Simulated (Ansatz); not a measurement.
```yaml
crystal:
  periodic: [false, false, false]
  atoms:
    - {symbol: Sm, position_ang: [-0.000468, -0.000713, -0.001187]}
    - {symbol: N, position_ang: [-0.016802, 0.168779, 2.595279]}
    - {symbol: H, position_ang: [0.833453, 0.582690, 3.021144]}
    - {symbol: H, position_ang: [-0.103006, -0.746763, 3.077312]}
    - {symbol: H, position_ang: [-0.785770, 0.728524, 3.008412]}
    - {symbol: N, position_ang: [-0.004274, -0.166268, -2.597703]}
    - {symbol: H, position_ang: [-0.835331, -0.624961, -3.015473]}
    - {symbol: H, position_ang: [0.789621, -0.682986, -3.019781]}
    - {symbol: H, position_ang: [0.027545, 0.752889, -3.079512]}
    - {symbol: N, position_ang: [2.564371, -0.024869, 0.012961]}
    - {symbol: H, position_ang: [3.005467, 0.913829, -0.009509]}
    - {symbol: H, position_ang: [2.996709, -0.521816, -0.788278]}
    - {symbol: H, position_ang: [2.986754, -0.478680, 0.844938]}
    - {symbol: N, position_ang: [-2.565091, 0.024871, -0.030883]}
    - {symbol: H, position_ang: [-2.980418, 0.582017, -0.801381]}
    - {symbol: H, position_ang: [-3.004845, 0.414568, 0.823929]}
    - {symbol: H, position_ang: [-3.005704, -0.908712, -0.132831]}
    - {symbol: N, position_ang: [0.011351, 2.596696, 0.164627]}
    - {symbol: H, position_ang: [0.369218, 2.996092, 1.051800]}
    - {symbol: H, position_ang: [-0.920560, 3.041225, 0.062705]}
    - {symbol: H, position_ang: [0.581171, 3.074661, -0.559431]}
    - {symbol: N, position_ang: [0.010205, -2.599642, -0.144964]}
    - {symbol: H, position_ang: [-0.225964, -3.008541, -1.067830]}
    - {symbol: H, position_ang: [-0.649193, -3.073082, 0.501791]}
    - {symbol: H, position_ang: [0.921581, -3.039788, 0.083874]}
basis:
  gaussian: {orbitals: def2-mTZVP, final_grid: {core_spheres: 20, valence_spheres: 16, degree: 47}}
total_charge: 4
hamiltonian: {xc: {name: r2SCAN}}
scf: {lower_state_search: full}
output: {forces: true}
```

```sh
$ ansatz run in.yaml --threads 4 --pin off --events-out ev --progress --plain --max-ram 6963MiB
```

Output, abridged:

```
Functional definition: r2SCAN
basis functions trapped inside cores are left out: 1
2290 factors; their error is unknown
mean field evaluation 1: about -26992.2090 eV, gradient 2.3e2 eV
mean field evaluation 2: about -24885.9086 eV, gradient 1.4e3 eV
mean field evaluation 4: about -26810.1026 eV, gradient 4.3e2 eV
mean field evaluation 8: about -27065.8253 eV, gradient 1.4e2 eV
mean field evaluation 16: about -27087.5879 eV, gradient 4.9e-1 eV
mean field evaluation 32: about -27087.5458 eV, gradient 1.6e-5 eV
mean field evaluation 64: about -27043.3091 eV, gradient 2.0e2 eV
mean field evaluation 96: about -27081.4090 eV, gradient 2.8e1 eV
mean field evaluation 128: about -27086.8359 eV, gradient 1.4e1 eV
mean field evaluation 160: about -27087.6453 eV, gradient 2.4e-2 eV
mean field evaluation 192: about -27087.6444 eV, gradient 1.0e-4 eV
mean field evaluation 224: about -26932.7376 eV, gradient 3.4e2 eV
mean field evaluation 256: about -27087.6417 eV, gradient 2.9e-1 eV
mean field evaluation 288: about -27083.9025 eV, gradient 4.0e1 eV
mean field evaluation 320: about -27087.5759 eV, gradient 5.8e-1 eV
mean field evaluation 352: about -27086.1074 eV, gradient 1.6e1 eV
mean field evaluation 384: about -27087.6236 eV, gradient 3.8e0 eV
mean field evaluation 416: about -27086.6012 eV, gradient 2.1e1 eV
mean field evaluation 448: about -27087.5253 eV, gradient 4.9e-1 eV
mean field evaluation 480: about -27087.6499 eV, gradient 1.8e0 eV
mean field -27087.64532777 eV, -995.4526051302 hartree, gradient 4.5e-6 eV, S^2 0.000000; 24 other end points of the search recorded, 0 dependent functions left out
reference -27087.64534615 eV, -995.4526058055 hartree; 45, 45 occupied and 191, 191 virtual orbitals, 2290 factors
Total energy: -27087.64534615 eV, -995.4526058055 hartree
Atom 0 at    -0.000468    -0.000713    -0.001187 Å, force    -0.001623    -0.002826     0.001823 eV/Å
Atom 1 at    -0.016802     0.168779     2.595279 Å, force    -0.077871     0.037027     0.409726 eV/Å
Atom 2 at     0.833453     0.582690     3.021144 Å, force    -0.136430    -0.077264    -0.243278 eV/Å
Atom 3 at    -0.103006    -0.746763     3.077312 Å, force     0.006625     0.145952    -0.249181 eV/Å
Atom 4 at    -0.785770     0.728524     3.008412 Å, force     0.145426    -0.121933    -0.211143 eV/Å
Atom 5 at    -0.004274    -0.166268    -2.597703 Å, force     0.082307    -0.034887    -0.411520 eV/Å
Atom 6 at    -0.835331    -0.624961    -3.015473 Å, force     0.131079     0.084835     0.244768 eV/Å
Atom 7 at     0.789621    -0.682986    -3.019781 Å, force    -0.148337     0.116860     0.211380 eV/Å
Atom 8 at     0.027545     0.752889    -3.079512 Å, force     0.003872    -0.147508     0.249579 eV/Å
Atom 9 at     2.564371    -0.024869     0.012961 Å, force     0.290523    -0.107495    -0.072608 eV/Å
Atom 10 at     3.005467     0.913829    -0.009509 Å, force    -0.189444    -0.190656    -0.012216 eV/Å
Atom 11 at     2.996709    -0.521816    -0.788278 Å, force    -0.129103     0.133369     0.204742 eV/Å
Atom 12 at     2.986754    -0.478680     0.844938 Å, force    -0.166475     0.086293    -0.190578 eV/Å
Atom 13 at    -2.565091     0.024871    -0.030883 Å, force    -0.288744     0.110384     0.078213 eV/Å
Atom 14 at    -2.980418     0.582017    -0.801381 Å, force     0.161337    -0.114056     0.177833 eV/Å
Atom 15 at    -3.004845     0.414568     0.823929 Å, force     0.132648    -0.106720    -0.218611 eV/Å
Atom 16 at    -3.005704    -0.908712    -0.132831 Å, force     0.190765     0.185708     0.033413 eV/Å
Atom 17 at     0.011351     2.596696     0.164627 Å, force    -0.099466     0.413115     0.023100 eV/Å
Atom 18 at     0.369218     2.996092     1.051800 Å, force    -0.062812    -0.231229    -0.165454 eV/Å
Atom 19 at    -0.920560     3.041225     0.062705 Å, force     0.175364    -0.217778     0.021259 eV/Å
Atom 20 at     0.581171     3.074661    -0.559431 Å, force    -0.088095    -0.265119     0.098980 eV/Å
Atom 21 at     0.010205    -2.599642    -0.144964 Å, force     0.098690    -0.411673    -0.020509 eV/Å
Atom 22 at    -0.225964    -3.008541    -1.067830 Å, force     0.042692     0.229497     0.174785 eV/Å
Atom 23 at    -0.649193    -3.073082     0.501791 Å, force     0.096939     0.265732    -0.088760 eV/Å
Atom 24 at     0.921581    -3.039788     0.083874 Å, force    -0.169868     0.220371    -0.045742 eV/Å
Dipole moment:     0.000736     0.001115     0.002135 e Å
```

Hardware: 4 threads of Intel Xeon on a shared host. Wall time 12 min, peak host memory 1.1 GiB.

In the def2 sets Sm takes a core potential; there is no spin–orbit coupling. With an open 4f shell the SCF may have ended on a state above the lowest. This restricted singlet of an open-shell metal wasn't tested against broken symmetry or higher spin.

The dipole of an ion depends on the origin.
